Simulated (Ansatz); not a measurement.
Consider the redistribution: `C=C[SiH2]C=N` + `NCC1BC1` → `N=C[SiH2]N` + `C=CCC1BC1`.

Isolated molecules relaxed with PBE0-D4/def2-TZVP in Ansatz; ΔE leaves out vibrations. CCSD(T)/CBS is the MP2 limit (def2-TZVPP, def2-QZVPP) plus CCSD(T) − MP2 in def2-TZVPP, frozen cores. DFT in def2-TZVPP. B3LYP here is the variant with VWN-RPA as its local correlation; programs differ in this. Each species was taken in one conformer, which may not be the lowest.

```tsv
level	ΔE (kJ/mol)	difference from CCSD(T)/CBS
PBE-D4	-82.4	8.9
r2SCAN-D4	-89.6	1.7
ωB97M-V	-90.4	0.9
B2PLYP	-90.3	1.0
PBE	-80.9	10.4
r2SCAN	-89.1	2.2
PBE0	-85.5	5.8
B3LYP	-86.7	4.6
HF/def2-TZVPP	-92.4	-1.1
SCS-MP2/def2-TZVPP	-93.5	-2.2
CCSD(T)/def2-TZVPP	-90.4	0.9
HF/def2-QZVPP	-92.8	-1.5
MP2/def2-QZVPP	-96.6	-5.3
SCS-MP2/def2-QZVPP	-94.2	-2.9
HF/CBS(def2)	-92.8	-1.5
MP2/CBS(def2)	-96.9	-5.6
CCSD(T)/CBS	-91.3	0
```

Largest T1 diagnostic among the species: 0.012.

From PBE to PBE0 (25 % exact exchange), in def2-TZVPP and without D4, ΔE moves by −4.6 kJ/mol.
